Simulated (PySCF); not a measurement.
**Dipole moment and polarisability of `C[C@@H]1CCNN1[SiH3]`**

Species: C4H12N2Si.
Geometry (GFN2-xTB, Å), atoms numbered from 1 in this order:
```
atom  x, y, z in Å
C1    -0.552    1.837   -0.247
C2    -0.359    0.377   -0.641
C3    -1.585   -0.488   -0.283
C4    -1.073   -1.321    0.902
N5     0.345   -1.488    0.642
N6     0.732   -0.220    0.129
Si7    2.413    0.101    0.027
H8    -0.735    1.907    0.822
H9     0.338    2.412   -0.483
H10   -1.396    2.263   -0.785
H11   -0.151    0.321   -1.720
H12   -1.857   -1.140   -1.114
H13   -2.449    0.119   -0.020
H14   -1.568   -2.286    1.005
H15   -1.174   -0.760    1.835
H16    0.464   -2.201   -0.086
H17    3.082   -0.599   -1.088
H18    2.958   -0.364    1.296
H19    2.558    1.539   -0.198
```

Level: CAM-B3LYP/def2-SVPD (PySCF), static field, nuclei fixed, core orbitals frozen in the response. The polarisability tensor in these axes (au):

```
x   97.03  1.50 -0.14
y    1.50 88.45 -3.68
z   -0.14 -3.68 78.47
```

Question: Diagonalise the tensor; give its mean and Δα, where Δα² is half the sum of the squared differences of the eigenvalues.

Answer: Principal values 77.25, 89.38 and 97.32 au; mean 87.99 au = 13.04 Å³ = 14.51 × 10⁻⁴⁰ C²·m²/J; Δα = 17.51 au (20 % of the mean).

Question: What is the dipole moment, and where does it point?

Answer: (-1.69, -0.15, -1.15) D, 2.05 D in size, pointing from the negative to the positive side. Measured along this direction, the outermost atoms are H18 at the negative end and H12 at the positive end.

Question: What depolarisation ratio follows for Rayleigh scattering of linearly polarised light, taking the static tensor?

Answer: ρ = 3Δα²/(45ᾱ² + 4Δα²) = 919.3/(348363 + 1225.7) = 0.00263.

Question: Find the Langevin capture rate constant for NO+ (29.998 u) meeting this molecule (116.077 u), k = 2.342 × 10⁻⁹ cm³/s × √(α in Å³ / reduced mass in u).

Answer: The reduced mass is 23.84 u, so k = 1.73 × 10⁻⁹ cm³/s. The formula leaves out the permanent dipole, which adds to the capture rate.

Question: What are the principal values of the traceless quadrupole moment, Θ = ½Σq(3rr − r²1), about the centre of nuclear charge?

Answer: -4.57, 0.59, 3.98 D·Å. The values depend on the origin, since the dipole doesn't vanish. The electronic extent ⟨r²⟩ about the same centre is 1002 bohr², a root-mean-square distance of 2.09 Å for the 64 electrons.

Question: Refractivity n − 1 of an ideal gas of it at 400 K and 1 atm, from the electronic α?

Answer: N = p/kT = 1.8347 × 10¹⁹ cm⁻³, so n − 1 = 2π × N × 13.04 × 10⁻²⁴ cm³ = 1503 × 10⁻⁶ at long wavelengths.

Question: What molar refraction does this α imply?

Answer: Lorentz–Lorenz: R = (4π/3)N_A α = 2.5225 cm³/(mol·Å³) × 13.04 Å³ = 32.9 cm³/mol, in the limit of long wavelengths.

One conformer (not necessarily the lowest) at the GFN2-xTB geometry, without solvent, vibrations or thermal averaging.
